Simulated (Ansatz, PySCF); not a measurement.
Species: sum formula BNH$_{2}$Cl, charge 0, multiplicity 2. It need not be the lowest isomer of its formula. 
Structure (B3LYP-D3(BJ)/def2-TZVP (Ansatz, a program for electronic structure) minimum search):
SMILES: [B](N)Cl
```xyz
5

B     -0.2515     0.3056     0.6950
Cl     0.9694    -0.3572    -0.3771
N     -1.5741     0.4886     0.3556
H     -1.9552     0.2527    -0.5517
H     -2.2474     0.8722     0.9975
```
Charge 0, spin multiplicity 2.

Dipole moments at this geometry, in debye (magnitudes).

```
level                    program  dipole (D)
-----------------------  -------  ----------
revPBE/def2-TZVPD         Ansatz        2.64
r2SCAN/def2-TZVPD         Ansatz        2.69
TPSSh/def2-TZVPD           PySCF        2.69
r2SCANh/def2-TZVPD        Ansatz        2.69
PW6B95/def2-TZVPD          PySCF        2.66
M06-2X/def2-TZVPD          PySCF        2.66
HSE06/def2-TZVPD          Ansatz        2.68
wB97M-V/def2-TZVPD        Ansatz        2.66
CCSD(T)/aug-cc-pV(D+d)Z   Ansatz         [?]
```

Task: Some entries are withheld; supply them.

Result: 
- CCSD(T)/aug-cc-pV(D+d)Z, dipole (D): 2.68
